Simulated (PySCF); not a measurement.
C2H4BBrO, SMILES C=CB(O)Br.

Geometry optimised at ωB97X-D3(BJ)/def2-SVP. Other conformers were not sampled.

Two levels are set side by side: TDDFT-PBE/def2-SVPD (PySCF) and TDDFT-CAM-B3LYP/def2-SVPD (PySCF). Vertical, same geometry. The lowest singlet is HOMO−1→LUMO 100 % with PBE and HOMO−1→LUMO 89 % with the other functional; states are paired by order. Differences are taken from unrounded values.

```csv
quantity,TDDFT-CAM-B3LYP,TDDFT-PBE,TDDFT-PBE minus TDDFT-CAM-B3LYP
lowest singlet excitation (eV),5.94,4.62,-1.32
lowest triplet excitation (TDA) (eV),3.79,3.82,0.03
first bright state (f over 0.05) (eV),6.26,5.21,-1.04
its oscillator strength,0.45,0.11,-0.34
```

Functionals without exact exchange tend to place singlet excitations lower, as here. Differences between two approximate levels are no errors against the true value.

Rough cost on one machine, each run with all the roots and properties that it gave: TDDFT-CAM-B3LYP against TDDFT-PBE about 6 times.
